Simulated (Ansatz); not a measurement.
Frontier orbitals of C₇H₈F₂OSn, SMILES `C[O][Sn]([F])([F])[c]1ccccc1`.

Cartesian coordinates in Å:
```
C 1.529 1.774 -3.273
O 1.375 1.196 -1.989
Sn -0.241 0.255 -1.500
F -0.424 -1.276 -2.632
F -1.656 1.381 -2.120
C -0.376 -0.343 0.501
C -0.046 0.532 1.532
C -0.145 0.108 2.849
C -0.570 -1.182 3.133
C -0.896 -2.053 2.105
C -0.800 -1.638 0.785
H 2.462 2.343 -3.266
H 1.596 1.011 -4.055
H 0.710 2.457 -3.519
H 0.292 1.540 1.321
H 0.112 0.787 3.653
H -0.647 -1.509 4.164
H -1.226 -3.061 2.328
H -1.050 -2.324 -0.016
```

The species carries charge 0 and has multiplicity 1. Correlated methods include outer-core shells of Sn, which these sets cover unevenly. Sn takes the def2 core potential. The structure was optimised at the PBE0-D4/def2-TZVP level. It is one conformer, not always the lowest. Basis def2-TZVPP, the Gaussian-basis code of Ansatz.

| functional | HOMO (eV) | LUMO (eV) | gap (eV) |
| --- | --- | --- | --- |
| LDA (SPW92) | -6.77 | -2.61 | 4.16 |
| PBE | -6.60 | -2.25 | 4.35 |
| PBE0 | -8.06 | -1.34 | 6.72 |
| r2SCAN0 | -8.20 | -1.27 | 6.93 |
| LC-ωPBE | -10.56 | 0.74 | 11.30 |
| ωB97X-V | -10.21 | 0.72 | 10.93 |
| ωB97M-V | -10.14 | 0.62 | 10.76 |

Against PBE, PBE0 changes HOMO and LUMO by −1.45 and +0.91 eV, ωB97M-V by −3.54 and +2.88 eV. A gap of 4.35 eV thus becomes 10.77 eV for the same molecule, so an orbital gap means little without its functional. A positive LUMO is unbound and depends on the basis.

LC-ωPBE has ω = 0.4 bohr⁻¹.
